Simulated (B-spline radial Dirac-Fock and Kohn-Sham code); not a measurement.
**The B atom: differential elastic cross section for positrons at 150 keV**

Model: relativistic (Dirac) partial waves in the static field of the Dirac-Fock atom, without polarisation or absorption potentials. Program: a radial atomic solver.

| θ (°) | dσ/dΩ (Å²/sr) | Sherman function |
| --- | --- | --- |
| 5 | 0.00412 | 0.000 |
| 10 | 0.000304 | 0.000 |
| 15 | 6.16e-05 | 0.000 |
| 20 | 1.96e-05 | 0.000 |
| 25 | 8.07e-06 | 0.001 |
| 30 | 3.91e-06 | 0.001 |
| 35 | 2.12e-06 | 0.001 |
| 40 | 1.25e-06 | 0.002 |
| 45 | 7.89e-07 | 0.002 |
| 50 | 5.23e-07 | 0.003 |
| 55 | 3.61e-07 | 0.003 |
| 60 | 2.58e-07 | 0.004 |
| 65 | 1.90e-07 | 0.004 |
| 70 | 1.44e-07 | 0.005 |
| 75 | 1.11e-07 | 0.005 |
| 80 | 8.77e-08 | 0.006 |
| 85 | 7.04e-08 | 0.007 |
| 90 | 5.75e-08 | 0.007 |
| 95 | 4.76e-08 | 0.008 |
| 100 | 4.00e-08 | 0.008 |
| 105 | 3.40e-08 | 0.008 |
| 110 | 2.93e-08 | 0.008 |
| 115 | 2.55e-08 | 0.009 |
| 120 | 2.25e-08 | 0.009 |
| 125 | 2.00e-08 | 0.008 |
| 130 | 1.80e-08 | 0.008 |
| 135 | 1.64e-08 | 0.008 |
| 140 | 1.51e-08 | 0.007 |
| 145 | 1.40e-08 | 0.007 |
| 150 | 1.31e-08 | 0.006 |
| 155 | 1.24e-08 | 0.005 |
| 160 | 1.18e-08 | 0.004 |
| 165 | 1.14e-08 | 0.003 |
| 170 | 1.12e-08 | 0.002 |
| 175 | 1.10e-08 | 0.001 |

The total elastic cross section is 0.00532 Å², the first transport cross section 3.61e-06 Å² and the second, weighted with (3/2) sin²θ, 9.75e-06 Å². The mean deflection is ⟨1 − cos θ⟩ = 0.000678, and 0.0031 % of the collisions scatter beyond 90°.

Values without a named source are computed, but for edge energies of neutral atoms, which are taken from tables.
